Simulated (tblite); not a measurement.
C7H11BF2.
SMILES with atom numbers: `[CH2:1]=[CH:2][CH2:3][CH2:4]/[C:5]([CH3:6])=[CH:7]\[B:8]([F:9])[F:10]` (hydrogens: H11, H12 on C1; H13 on C2; H14, H15 on C3; H16, H17 on C4; H18, H19, H20 on C6; H21 on C7)

Computed with GFN2-xTB (tblite), gas phase: L-BFGS steps from a force-field or distance-geometry start until the largest atomic force falls under 0.01 eV/Å.

Step 21: E = -852.8597 eV
```
atom  x, y, z in Å  |  force x, y, z in eV/Å
C1      2.7459   -0.7678   -0.7398    0.023  -0.007   0.007
C2      2.0515   -0.4886    0.3469    0.027   0.007   0.018
C3      1.2038    0.7305    0.5133   -0.019   0.007  -0.020
C4     -0.2684    0.4132    0.8560    0.062   0.004   0.083
C5     -1.0187   -0.2361   -0.2729    0.156  -0.009   0.096
C6     -0.5976   -1.6350   -0.6323   -0.046   0.092   0.037
C7     -1.9819    0.4170   -0.9369    0.128  -0.079  -0.005
B8     -2.5409    1.8282   -0.6908   -0.130   0.064  -0.045
F9     -2.8501    2.6147   -1.7108   -0.068   0.058   0.010
F10    -2.8717    2.3468    0.4824    0.120   0.036   0.014
H11     2.7409   -0.1141   -1.5966   -0.001  -0.030  -0.015
H12     3.3480   -1.6570   -0.8125    0.039   0.011  -0.038
H13     2.0924   -1.1609    1.1965   -0.037   0.062   0.015
H14     1.6138    1.3293    1.3371   -0.064  -0.065  -0.086
H15     1.2470    1.3321   -0.3977   -0.039  -0.003   0.036
H16    -0.7497    1.3551    1.1317   -0.022  -0.164   0.008
H17    -0.2772   -0.2601    1.7200   -0.046   0.074  -0.024
H18    -0.0373   -1.6348   -1.5725   -0.136   0.000   0.150
H19     0.0486   -2.0469    0.1426   -0.136  -0.014  -0.135
H20    -1.4746   -2.2759   -0.7498    0.136   0.090  -0.049
H21    -2.4329   -0.0727   -1.7914    0.054  -0.133  -0.058
```

Step 22: E = -852.8687 eV
```
atom  x, y, z in Å  |  force x, y, z in eV/Å
C1      2.7473   -0.7678   -0.7397    0.036   0.001   0.016
C2      2.0529   -0.4856    0.3475    0.061  -0.035  -0.032
C3      1.1982    0.7285    0.5134    0.045   0.010  -0.056
C4     -0.2703    0.4015    0.8625    0.114   0.071   0.145
C5     -1.0207   -0.2309   -0.2725    0.206  -0.031   0.132
C6     -0.6023   -1.6299   -0.6273   -0.022   0.040   0.002
C7     -1.9739    0.4285   -0.9444    0.125  -0.115   0.013
B8     -2.5476    1.8309   -0.6956   -0.089   0.102  -0.045
F9     -2.8862    2.6048   -1.7162   -0.082   0.061   0.011
F10    -2.8529    2.3599    0.4801    0.114   0.023   0.011
H11     2.7475   -0.1224   -1.6031   -0.045   0.004   0.014
H12     3.3563   -1.6527   -0.8138    0.016   0.000   0.011
H13     2.0955   -1.1547    1.1992   -0.023   0.045   0.014
H14     1.6158    1.3388    1.3260   -0.110  -0.101  -0.076
H15     1.2349    1.3212   -0.4022   -0.057   0.035  -0.002
H16    -0.7490    1.3358    1.1580   -0.072  -0.087   0.004
H17    -0.2694   -0.2816    1.7176   -0.054   0.044  -0.013
H18    -0.0300   -1.6385   -1.5597   -0.152   0.022   0.113
H19     0.0378   -2.0451    0.1518   -0.175  -0.013  -0.126
H20    -1.4841   -2.2619   -0.7532    0.150   0.052  -0.045
H21    -2.4088   -0.0618   -1.8056    0.016  -0.129  -0.087
```

Step 23: E = -852.8776 eV
```
atom  x, y, z in Å  |  force x, y, z in eV/Å
C1      2.7498   -0.7679   -0.7395    0.054   0.003   0.008
C2      2.0554   -0.4825    0.3475    0.071  -0.061  -0.064
C3      1.1929    0.7261    0.5121    0.092   0.005  -0.082
C4     -0.2700    0.3895    0.8718    0.123   0.107   0.150
C5     -1.0196   -0.2248   -0.2701    0.168  -0.018   0.116
C6     -0.6078   -1.6231   -0.6214    0.004  -0.017  -0.028
C7     -1.9627    0.4397   -0.9524    0.086  -0.092   0.014
B8     -2.5557    1.8349   -0.7018   -0.008   0.086  -0.042
F9     -2.9286    2.5943   -1.7220   -0.090   0.045   0.031
F10    -2.8302    2.3750    0.4772    0.104   0.006  -0.018
H11     2.7535   -0.1312   -1.6097   -0.083   0.039   0.038
H12     3.3656   -1.6483   -0.8143    0.000  -0.016   0.056
H13     2.0991   -1.1473    1.2021   -0.006   0.025   0.014
H14     1.6159    1.3475    1.3122   -0.120  -0.104  -0.034
H15     1.2201    1.3099   -0.4078   -0.070   0.071  -0.048
H16    -0.7496    1.3130    1.1880   -0.111   0.018   0.011
H17    -0.2613   -0.3056    1.7148   -0.042   0.003   0.023
H18    -0.0245   -1.6424   -1.5437   -0.121   0.054   0.013
H19     0.0223   -2.0437    0.1603   -0.156  -0.039  -0.056
H20    -1.4917   -2.2460   -0.7578    0.093  -0.006  -0.044
H21    -2.3816   -0.0504   -1.8229    0.012  -0.106  -0.056
```

Step 24: E = -852.8844 eV
```
atom  x, y, z in Å  |  force x, y, z in eV/Å
C1      2.7529   -0.7678   -0.7396    0.064  -0.002  -0.008
C2      2.0582   -0.4808    0.3466    0.048  -0.054  -0.059
C3      1.1902    0.7242    0.5096    0.085  -0.004  -0.086
C4     -0.2676    0.3824    0.8814    0.078   0.090   0.091
C5     -1.0160   -0.2193   -0.2663    0.072   0.007   0.061
C6     -0.6123   -1.6170   -0.6173    0.016  -0.045  -0.033
C7     -1.9528    0.4465   -0.9582    0.042  -0.031   0.004
B8     -2.5614    1.8380   -0.7074    0.074   0.025  -0.035
F9     -2.9624    2.5862   -1.7252   -0.093   0.030   0.042
F10    -2.8103    2.3862    0.4742    0.093  -0.004  -0.040
H11     2.7564   -0.1372   -1.6140   -0.100   0.060   0.044
H12     3.3727   -1.6452   -0.8132    0.002  -0.033   0.074
H13     2.1021   -1.1413    1.2042    0.009   0.009   0.013
H14     1.6139    1.3522    1.3011   -0.083  -0.073   0.018
H15     1.2072    1.3026   -0.4129   -0.069   0.084  -0.074
H16    -0.7519    1.2961    1.2116   -0.111   0.094   0.021
H17    -0.2562   -0.3238    1.7131   -0.014  -0.019   0.061
H18    -0.0228   -1.6444   -1.5313   -0.059   0.077  -0.096
H19     0.0071   -2.0435    0.1654   -0.093  -0.081   0.035
H20    -1.4959   -2.2332   -0.7623    0.005  -0.055  -0.049
H21    -2.3602   -0.0439   -1.8369    0.034  -0.076   0.014
```

Problem. Estimate the geometry and energy of step 25. (The exact step hangs on the optimiser's Hessian estimate; all steps are aligned on step 24, rigid shifts and turns removed.)

Solution. E = -852.8897 eV, largest force 0.179 eV/Å
```
atom  x, y, z in Å  |  force x, y, z in eV/Å
C1      2.7564   -0.7678   -0.7400    0.056  -0.007  -0.015
C2      2.0609   -0.4805    0.3452    0.011  -0.023  -0.035
C3      1.1899    0.7228    0.5063    0.035  -0.006  -0.064
C4     -0.2644    0.3797    0.8897    0.004   0.044   0.014
C5     -1.0119   -0.2151   -0.2623   -0.022   0.019   0.005
C6     -0.6152   -1.6129   -0.6151    0.017  -0.050  -0.024
C7     -1.9452    0.4496   -0.9619    0.016   0.027  -0.005
B8     -2.5635    1.8398   -0.7120    0.121  -0.026  -0.031
F9     -2.9864    2.5812   -1.7260   -0.086   0.010   0.045
F10    -2.7942    2.3930    0.4713    0.086  -0.007  -0.045
H11     2.7564   -0.1400   -1.6162   -0.094   0.064   0.039
H12     3.3775   -1.6438   -0.8109    0.016  -0.044   0.068
H13     2.1044   -1.1371    1.2057    0.020  -0.001   0.007
H14     1.6109    1.3538    1.2939   -0.026  -0.032   0.053
H15     1.1971    1.2993   -0.4175   -0.056   0.074  -0.072
H16    -0.7553    1.2868    1.2278   -0.073   0.115   0.021
H17    -0.2537   -0.3358    1.7131    0.017  -0.009   0.076
H18    -0.0235   -1.6439   -1.5248   -0.006   0.087  -0.156
H19    -0.0055   -2.0451    0.1687   -0.030  -0.112   0.092
H20    -1.4986   -2.2248   -0.7664   -0.062  -0.075  -0.053
H21    -2.3448   -0.0422   -1.8459    0.055  -0.048   0.079
```

The energy changes by -0.0053 eV. The first-order estimate −F·Δx gives -0.0072 eV and the mean of the old and new forces, exact on a quadratic surface, -0.0053 eV. The step makes an angle of 73° with the force vector and moves no atom by more than 0.025 Å.

What follows is the cost of the whole relaxation. Hardware: Arm Neoverse V1, one thread, shared host with 32 logical CPUs at a one-minute load of 11. Cost: 1.5 s of wall time.
